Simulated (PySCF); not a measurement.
**Computed properties of C7H4N6, SMILES C1=CC2=NC=NC3=NC=NC(=N1)N23**

C7H4N6, SMILES C1=CC2=NC=NC3=NC=NC(=N1)N23. Coordinates come from a B3LYP-D3(BJ)/def2-SVP optimisation. One conformer was computed; it need not be the lowest. All values are computed for the isolated molecule unless a solvent is named; none is compared with measurement here.

**Structure.** The optimised structure has Cs symmetry. All 45 harmonic modes at B3LYP-D3(BJ)/def2-SVP (PySCF) are real, so it is a minimum. With heavy atoms numbered as in [CH:1]1=[CH:2][C:3]2=[N:4][CH:5]=[N:6][C:7]3=[N:8][CH:9]=[N:10][C:11](=[N:12]1)[N:13]23, the shortest bond between them is C9–N10 at 1.320 Å and the longest C11–N13 at 1.416 Å.

**Vibrations.** The strongest infrared lines (harmonic, unscaled, degenerate partners summed) lie at 1690 cm⁻¹ (1080 km/mol, C 63 %, N 37 %), 1692 cm⁻¹ (875 km/mol, C 76 %, N 22 %), 1613 cm⁻¹ (229 km/mol, C 59 %, N 35 %). The softest mode is at 118 cm⁻¹ and the zero-point energy is 73.9 kcal/mol.

**Electronic structure.** ωB97X/def2-SVP (PySCF) places the frontier levels at -8.73 and -0.88 eV, a gap of 7.85 eV, and gives a dipole moment of 2.61 D and a mean polarisability of 106.8 bohr³. PBE/def2-SVP (PySCF) at the same geometry gives -5.95 and -3.71 eV, so its gap is 5.61 eV narrower. An orbital gap is neither the optical nor the fundamental gap.

**Excitations.** TDA-ωB97X/def2-SVP (PySCF) has S1 at 2.89 eV (430 nm, f = 0.003, weak); the most intense of the 6 singlets computed lies at 5.25 eV (f = 0.42). T1 (TDA) is at 2.59 eV, 0.30 eV under S1. TDA-PBE/def2-SVP (PySCF) puts S1 at 2.37 eV.

**NMR.** GIAO shifts at PBE0/pcSseg-1 (PySCF) (non-relativistic, atoms alike by connectivity averaged): ¹³C from 114.7 to 180.0 ppm against TMS; ¹H from 6.1 to 8.3 ppm against TMS.

**Solvation.** SMD-PBE0/6-31G* (PySCF) gives -18.4 kcal/mol in water, -23.8 kcal/mol in chlorobenzene, -18.1 kcal/mol in methanol (1 M in both phases, gas-phase geometry); of these solvents chlorobenzene holds the molecule best.
